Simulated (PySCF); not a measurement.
C2H10O3Si2, SMILES C[SiH2]C[Si](O)(O)O (GFN2-xTB optimised geometry):

```
17

Si    -0.142    -1.194     0.000
C     -0.751    -2.080    -1.567
C     -0.809     0.581     0.000
Si    -0.260     1.555     1.521
O     -0.937     3.034     1.333
O     -0.666     0.866     2.937
O      1.352     1.634     1.717
H      1.328    -1.194     0.000
H     -0.628    -1.929     1.176
H     -0.407    -1.584    -2.469
H     -0.385    -3.102    -1.598
H     -1.835    -2.121    -1.610
H     -1.897     0.567    -0.048
H     -0.481     1.099    -0.900
H     -0.792     3.704     1.996
H     -1.569     0.609     3.090
H      1.897     1.929     0.994
```

Computed with CAM-B3LYP/def2-SVP (PySCF).

Q: What are the frontier orbital energies and the dipole moment?

A: HOMO-2 -10.31 eV, HOMO-1 -9.96 eV, HOMO -9.50 eV, LUMO 1.93 eV, LUMO+1 2.62 eV; dipole moment 1.80 D.

On the same geometry PBE/def2-SVP in PySCF 2.14.0 gives HOMO-2 -7.13 eV, HOMO-1 -6.76 eV, HOMO -6.66 eV, LUMO 0.19 eV, LUMO+1 0.80 eV; dipole moment 1.75 D.

Meta-Löwdin charges at CAM-B3LYP/def2-SVP: Si1 0.67, C2 -0.54, C3 -0.69, Si4 1.40, O5 -0.72, O6 -0.71, O7 -0.71, H8 -0.12, H9 -0.12, H10 0.11, H11 0.11, H12 0.11, H13 0.12, H14 0.12, H15 0.33, H16 0.33, H17 0.33.
